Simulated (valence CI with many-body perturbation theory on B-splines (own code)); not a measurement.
Values are calculated unless marked as measured or tabulated.
# Ce XXXVIII: magnetic and hyperfine properties of the levels

Level of theory: relativistic CI+MBPT: three valence electrons over a frozen Dirac-Fock core [Ar], radial functions for each j: 9 s, 9 p, 10 d, 8 f, 5 g, 3 h, 1 i, with the one-electron correlation potential Σ1, the two-electron term Σ2, the three-electron term Σ3, Breit, model QED; selected CI, second order for the rest (own B-spline code, finite nucleus).

No measured spectrum was set against this ion. As an estimate, large intervals hold to a few tenths of a per cent, small ones and those within an open d or f shell to about a per cent. Only levels of the ground parity were solved; by the run's estimate the other parity begins above the list, which can be wrong where configurations are misplaced.

A/g_I is the dipole constant over the nuclear g factor μ/I (μ in nuclear magnetons, uniformly magnetised nucleus), B/Q the quadrupole constant per barn. Both hold the static response of the core; the bare values leave it out. Large factors of s and p1/2 electrons are usually good to 5 to 10 %; those of open d and f shells near neutrality can be off by tens of per cent, and small factors of p3/2, d and f electrons come from cancelling terms and can be off by a factor of two or in sign, in half-filled shells by more. B is blank for J = 1/2, where it vanishes, and for nearly pure S terms. Energies count from the lowest level.

Levels are named by their leading jj configuration (3d3/2^4 stands for four electrons in 3d with j = 3/2), which in mixed levels can hold well under half, so a name can repeat and another be missing. Letters in brackets count levels of one name in rising energy.

| Level | E (cm⁻¹) | g | A/g_I (MHz) | A/g_I bare | B/Q (MHz/b) | B/Q bare |
| --- | --- | --- | --- | --- | --- | --- |
| (3d3/2^3) J=3/2 | 0 | 0.629 | 43700 | 43200 | -21200 | -21600 |
| (3d3/2^2 3d5/2) J=5/2 [a] | 137550 | 1.044 | 24700 | 24800 | -11900 | -12100 |
| (3d3/2^2 3d5/2) J=3/2 | 181920 | 1.241 | 19700 | 20100 | -8520 | -8660 |
| (3d3/2^2 3d5/2) J=7/2 | 189730 | 1.085 | 25500 | 25600 | 3940 | 3990 |
| (3d3/2^2 3d5/2) J=9/2 | 200330 | 1.079 | 27000 | 27100 | 24000 | 24400 |
| (3d3/2^2 3d5/2) J=1/2 | 209240 | 1.905 | -19400 | -18100 |  |  |
| (3d3/2^2 3d5/2) J=5/2 [b] | 314710 | 1.410 | 12000 | 12600 | 31300 | 31800 |
| (3d3/2 3d5/2^2) J=7/2 [a] | 333710 | 1.057 | 22000 | 22200 | 3120 | 3170 |
| (3d3/2 3d5/2^2) J=9/2 | 353280 | 1.131 | 21200 | 21400 | 11700 | 11900 |
| (3d3/2 3d5/2^2) J=3/2 [a] | 384090 | 1.144 | 23300 | 23500 | -25600 | -26100 |
| (3d3/2 3d5/2^2) J=1/2 | 399800 | 1.419 | -6120 | -5430 |  |  |
| (3d3/2 3d5/2^2) J=11/2 | 413100 | 1.085 | 23800 | 23900 | 54700 | 55600 |
| (3d3/2 3d5/2^2) J=5/2 [a] | 429740 | 1.161 | 13600 | 13900 | 31800 | 32400 |
| (3d3/2 3d5/2^2) J=5/2 [b] | 453540 | 1.092 | 23200 | 23300 | -3940 | -4010 |
| (3d3/2 3d5/2^2) J=7/2 [b] | 470920 | 1.108 | 24000 | 24200 | 11800 | 12000 |
| (3d5/2^3) J=9/2 | 542760 | 1.125 | 18000 | 18300 | 9180 | 9340 |
| (3d3/2 3d5/2^2) J=3/2 [b] | 546460 | 1.101 | 28600 | 28800 | 18200 | 18500 |
| (3d5/2^3) J=3/2 | 650300 | 0.919 | 28300 | 28200 | 18400 | 18700 |
| (3d5/2^3) J=5/2 | 694440 | 1.149 | 18000 | 18300 | 9410 | 9580 |
